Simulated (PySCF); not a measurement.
PySCF job for BiI3, SMILES [I][Bi]([I])[I], B3LYP-D3(BJ)/def2-SVP. Coordinates come from a B3LYP-D3(BJ)/def2-SVP optimisation. The isomer is the one that the SMILES or the coordinates give; other isomers of the formula were not compared. The def2 effective core potentials stand for the cores of Bi, I; spin–orbit coupling is left out.

```python
import numpy as np
from pyscf import gto, scf, dft
from pyscf.hessian import thermo

mol = gto.M(
    atom='''
    Bi    0.00000000   -0.00000000    0.86122104
    I     2.18873414    1.26366625   -0.44956822
    I    -2.18873414    1.26366625   -0.44956821
    I    -0.00000000   -2.52733249   -0.44956822
    ''',
    basis='def2-SVP',
    ecp={'Bi': 'def2-svp', 'I': 'def2-svp'},
    charge=0,
    spin=0,
    max_memory=1600,
    verbose=3,
)
mf = dft.RKS(mol, xc='b3lyp').density_fit(auxbasis='def2-universal-jkfit')
mf.disp = 'd3bj'
mf.grids.level = 3
mf.conv_tol = 1e-11
mf.max_cycle = 100
mf.kernel()

# analytic Hessian; the response equations are solved on a coarser grid
h, args, fine = mf.Hessian(), (mf.mo_energy, mf.mo_coeff, mf.mo_occ), mf.grids
h1ao = h.make_h1(mf.mo_coeff, mf.mo_occ)
mf.grids = dft.Grids(mol).set(level=1).build(with_non0tab=True)
mo1, mo_e1 = h.solve_mo1(*args, h1ao)
mf.grids = fine
hess = h.hess_elec(*args, mo1, mo_e1, h1ao) + h.hess_nuc()
if mf.do_disp():
    hess += h.get_dispersion()
for i in range(mol.natm):  # the analytic DFT Hessian lacks the response of the grid: restore translational invariance
    hess[i, i] -= hess[i].sum(axis=0)
hess = (hess + hess.transpose(1, 0, 3, 2)) / 2
vib = thermo.harmonic_analysis(mol, hess, imaginary_freq=False)
thermo.dump_normal_mode(mol, vib)
th = thermo.thermo(mf, vib['freq_au'][vib['freq_au'] > 0], 298.15, 101325)
thermo.dump_thermo(mol, th)
g0 = mf.nuc_grad_method().set(verbose=0).kernel()

# dipole derivatives [dipole axis, atom, xyz] from the same response
r, irp = mol.intor('int1e_r'), mol.intor('int1e_irp').reshape(3, 3, mol.nao, mol.nao)
sl, dm0, ok = mol.aoslice_by_atom(), np.array(mf.make_rdm1()), []
dmu = np.einsum('a,xt->xat', mol.atom_charges(), np.eye(3))
for a, (_, _, p0, p1) in enumerate(sl):
    dmu[:, a] += 2 * np.einsum('xtij,ij->xt', irp[:, :, :, p0:p1], dm0.reshape(-1, mol.nao, mol.nao).sum(0)[:, p0:p1])
    for u, c, occ, f in [(mo1, mf.mo_coeff, mf.mo_occ, 4)]:
        dmu[:, a] -= f * np.einsum('tui,xuv,vi->xt', u[a], r, c[:, occ > 0], optimize=True)
L = vib['norm_mode']
ir = 974.8801 * (np.einsum('xat,kat->kx', dmu, L) ** 2).sum(1)       # km/mol
apt = np.einsum('xax->a', dmu) / 3
print('mode   freq/cm-1   IR/(km/mol)')
for k, w in enumerate(vib['freq_wavenumber']):
    print(f'{k + 1:4d} {w:11.2f} {ir[k]:13.3f}')
print('max |gradient| / (hartree/bohr):', abs(g0).max())
print('APT charges:', apt.round(4))
```

It prints:

```
converged SCF energy = -1108.24511311797

WARN: DFTD3 does not support analytical Hessian, using finite difference


WARN: Mole.unit (angstrom) is changed to Bohr

Mode                                 0                   1                   2
Irrep
Freq [cm^-1]                       45.8503             45.8529             57.5230
Reduced mass [au]                 132.7176            132.7174            145.8274
Force const [Dyne/A]                0.1644              0.1644              0.2843
Char temp [K]                      65.9683             65.9722             82.7628
Normal mode                   x     y     z       x     y     z       x     y     z
       0  Bi                -0.02  0.00 -0.00    0.00  0.02 -0.00    0.00 -0.00 -0.04
       1   I                -0.01 -0.04 -0.01    0.04 -0.04  0.01    0.03  0.02  0.02
       2   I                -0.01  0.04  0.01   -0.04 -0.04  0.01   -0.03  0.02  0.02
       3   I                 0.06  0.00 -0.00   -0.00  0.03 -0.01   -0.00 -0.04  0.02
Mode                                 3                   4                   5
Irrep
Freq [cm^-1]                      163.6957            163.7020            165.7676
Reduced mass [au]                 152.7420            152.7422            144.8348
Force const [Dyne/A]                2.4115              2.4117              2.3449
Char temp [K]                     235.5217            235.5307            238.5027
Normal mode                   x     y     z       x     y     z       x     y     z
       0  Bi                 0.05  0.00 -0.00   -0.00  0.05  0.00   -0.00  0.00 -0.04
       1   I                -0.04 -0.02  0.02   -0.02 -0.01  0.01   -0.03 -0.02  0.02
       2   I                -0.04  0.02 -0.02    0.02 -0.01  0.01    0.03 -0.02  0.02
       3   I                -0.00 -0.00 -0.00    0.00 -0.05 -0.03    0.00  0.04  0.02
temperature 298.1500 [K]
pressure 101325.00 [Pa]
Rotational constants [GHz] 0.34909 0.34909 0.20782
Symmetry number 3
Zero-point energy (ZPE) 0.00146 [Eh]   3842.354 [J/mol]
                           tot       elec      trans        rot        vib
Entropy [J/mol/K]       412.726      0.000    188.310    132.309     92.107
Cv [J/mol/K]             73.441      0.000     12.472     12.472     48.498
Cp [J/mol/K]             81.756      0.000     20.786     12.472     48.498
Internal energy [J/mol]                      3718.434   3718.434  15295.833
Internal energy [Eh]   -1108.23645  -1108.24511
Enthalpy [J/mol]                             6197.391   3718.434  15295.833
Enthalpy [Eh]          -1108.23551
Gibbs free energy [J/mol]                  -49947.313 -35729.624 -12165.789
Gibbs free energy [Eh] -1108.28238
mode   freq/cm-1   IR/(km/mol)
   1       45.85         0.095
   2       45.85         0.095
   3       57.52         0.468
   4      163.70        25.487
   5      163.70        25.476
   6      165.77         3.031
max |gradient| / (hartree/bohr): 0.00022519725303400424
APT charges: [ 1.3144 -0.4382 -0.4382 -0.4382]
```

Self-consistency was reached.
